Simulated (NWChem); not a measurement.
System: Si2H5 cation

```xyz
7

Si     0.0153    -1.2153    -0.0036
Si     0.0193     1.1667    -0.0123
H      1.2208    -2.0765     0.0156
H     -1.2301    -2.0179     0.0090
H     -0.5423     1.4665     1.3258
H      1.4262     1.5678    -0.2009
H     -0.8956     1.5008    -1.1256
```
Atoms are numbered in this order, from 1.

Computed with NWChem. Pople sets run with spherical d functions. STO-3G and 3-21G are far too small for this property and stand as cheap habits. Structure relaxed at the B3LYP/6-31G* (spherical d) level. GIAO values for the isolated, static molecule; σ is the absolute isotropic shielding, δ = σ(reference) − σ with the isolated reference molecule computed at the same levels (1H: tetramethylsilane, 29Si: tetramethylsilane).

| level | δ Si1 (ppm) | δ Si2 (ppm) | δ H3 (ppm) | δ H4 (ppm) | δ H5 (rotor mean) (ppm) |
|---|---|---|---|---|---|
| Hartree-Fock/STO-3G | 462.1 | -59.3 | 9.01 | 9.01 | 3.48 |
| PBE0/pcSseg-2 | 521.7 | -78.3 | 9.96 | 9.90 | 4.91 |
| KT2/pcSseg-1 | ? | ? | 10.43 | 10.36 | 5.03 |
| PBE/pcSseg-1 | 566.6 | -68.6 | 10.50 | 10.42 | 5.06 |
| B3LYP/6-31G* | 531.2 | -33.0 | 10.35 | 10.28 | 4.96 |

Question: What belongs in the gaps?

Answer: 
- KT2/pcSseg-1, δ Si1 (ppm): 544.4
- KT2/pcSseg-1, δ Si2 (ppm): -65.5
